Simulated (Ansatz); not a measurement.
`[SiH3]N[SiH]1CO1` at its PBE0-D4/def2-TZVP geometry, where that method's forces vanish. The species carries charge 0 and has multiplicity 1.

```csv
atom,x (Å),y (Å),z (Å)
Si1,1.5182,-0.9215,-1.4129
N2,0.7808,-0.1503,-0.0466
Si3,-0.8278,0.3692,0.1453
C4,-1.5961,0.7526,1.7260
O5,-1.1328,1.8450,0.8132
H6,0.4671,-1.0680,-2.4486
H7,2.6429,-0.1084,-1.9457
H8,2.0541,-2.2607,-1.0519
H9,1.3944,0.0522,0.7323
H10,-1.5909,-0.0198,-1.0549
H11,-1.0369,0.7383,2.6605
H12,-2.6729,0.7715,1.8832
```

Problem. For each bond, give half the difference of the two atoms' forces along it (eV/Å; positive pushes the atoms apart) under PBE-D4, r2SCAN-D4, B3LYP-D4, ωB97M-V in def2-TZVPP. (Best estimate.)

Solution. Ansatz gave: 
```csv
bond,length (Å),PBE-D4,r2SCAN-D4,B3LYP-D4,ωB97M-V
Si1–N2,1.734,0.05,0.01,0.12,0.13
Si1–H6,1.483,0.06,-0.03,-0.07,-0.11
Si1–H7,1.487,0.05,-0.02,-0.09,-0.14
Si1–H8,1.487,0.04,-0.03,-0.09,-0.14
N2–Si3,1.701,0.00,0.01,0.04,0.05
N2–H9,1.012,0.18,0.03,-0.03,-0.03
Si3–C4,1.799,0.27,0.13,0.24,0.14
Si3–O5,1.648,0.61,0.18,0.17,0.05
Si3–H10,1.475,-0.10,-0.07,-0.16,-0.17
C4–O5,1.497,0.53,0.40,0.41,0.24
C4–H11,1.089,0.04,-0.07,-0.14,-0.12
C4–H12,1.088,0.03,-0.08,-0.15,-0.12
```

B3LYP here is the variant with VWN-RPA as its local correlation; programs differ in this.
